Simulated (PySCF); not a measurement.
## Two-component Hartree-Fock for Nb³²⁺ (niobium, charge +32)

Start: [He] 2s2 2p5; 2p1/2 filled at m_j = -1/2, +1/2; 2p3/2 filled at m_j = -1/2, +1/2, +3/2. Calculated with PySCF 2.14 in an uncontracted even-tempered set (17 s from 12 bohr⁻², ratio 2.4; 12 p from 16 bohr⁻², ratio 2.4; 5 d from 62 bohr⁻², ratio 2.6; 4 f from 93 bohr⁻², ratio 2.6): generalised Hartree-Fock with the X2C-1e Hamiltonian and a Gaussian nucleus; one run each with spin-orbit coupling (SO) switched off, then screened by Boettger's factors.

| spinor shell | electrons | ε, spin-free (eV) | ε, screened SO (eV) | weight of nominal j (screened SO) | rms radius, screened SO (bohr) |
| --- | --- | --- | --- | --- | --- |
| 1s1/2 | 2 | -21019.7 | -21017.0 | 1.000 | 0.0414 |
| 2s1/2 | 2 | -4483.4 | -4482.6 | 1.000 | 0.166 |
| 2p1/2 | 2 | -4225.1 | -4293.4 | 0.995 | 0.144 |
| 2p3/2 | 3 | -4225.1 | -4192.2 | 0.996 | 0.147 |

| quantity | spin-free | screened SO |
| --- | --- | --- |
| E (hartree) | -2928.02818 | -2929.55870 |
| M_J | 3/2 | 3/2 |
| ⟨J²⟩ | 3.750 | 3.750 |
| ⟨L²⟩ | 2.000 | 2.002 |
| ⟨S²⟩ | 0.750 | 0.752 |

Each row is a mean over spinors that exchange with the open shell spreads, by up to 32.365 eV (2s1/2).

Breit and QED terms are absent; they matter most for the inner s and p1/2 levels.

Densities and radii are taken from the X2C orbitals without a picture-change correction, which distorts them close to the nucleus.

Without spin-orbit coupling the j labels of p, d and f shells carry no meaning; the spin-free column gives the mean over the occupied spinors of each nl shell.
